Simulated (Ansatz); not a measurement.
A single point on `F[B@-]1(Cl)[NH2+][B@@-](F)(Cl)[NH2+]1`.

```yaml
crystal:
  periodic: [false, false, false]
  atoms:
    - {symbol: F, position_ang: [-0.154403, -1.681409, -1.382967]}
    - {symbol: B, position_ang: [-0.569106, -0.534302, -0.783064]}
    - {symbol: Cl, position_ang: [-2.172211, 0.113984, -1.352175]}
    - {symbol: N, position_ang: [0.572570, 0.576301, -0.807033]}
    - {symbol: B, position_ang: [0.668669, 0.433744, 0.776596]}
    - {symbol: F, position_ang: [1.857481, -0.108012, 1.152054]}
    - {symbol: Cl, position_ang: [0.199131, 1.968479, 1.635765]}
    - {symbol: N, position_ang: [-0.496155, -0.652480, 0.803805]}
    - {symbol: H, position_ang: [1.414066, 0.283243, -1.292924]}
    - {symbol: H, position_ang: [0.285192, 1.486579, -1.143986]}
    - {symbol: H, position_ang: [-1.335192, -0.376520, 1.298365]}
    - {symbol: H, position_ang: [-0.193143, -1.564706, 1.129562]}
basis:
  gaussian: {orbitals: def2-TZVPP}
correlation: {method: mp2}
```

```sh
$ ansatz run in.yaml --threads 4 --pin off --events-out ev --progress --plain --max-ram 11315MiB
```

Output, abridged:

```
Functional definition: HF
2006 factors; integrals over basis functions are off by at most 1.1e-3 eV
mean field evaluation 1: about -34797.8579 eV, gradient 4.9e1 eV
mean field evaluation 2: about -34798.1410 eV, gradient 4.9e1 eV
mean field evaluation 4: about -34802.9270 eV, gradient 4.2e0 eV
mean field evaluation 8: about -34802.9936 eV, gradient 3.3e-1 eV
mean field -34802.99401253 eV, -1278.9864396438 hartree, gradient 4.1e-6 eV, S^2 0.000000; 0 other end points of the search recorded, 0 dependent functions left out
16 core orbitals not correlated: weight in the atoms' cores, before any rotation towards them, 1.000 or more for the frozen orbitals, at most 0.000 for the correlated occupied ones
reference -34802.99401253 eV, -1278.9864396438 hartree; 24, 24 occupied and 286, 286 virtual orbitals, 2006 factors
second order -41.24337192 eV of doubles, -0.00000000 eV of singles
Total energy: -34844.23738444 eV, -1280.5021056060 hartree
```

Hardware: 4 threads of an Arm Neoverse V1 on a shared host. Wall time 11 s, peak host memory 1.2 GiB.
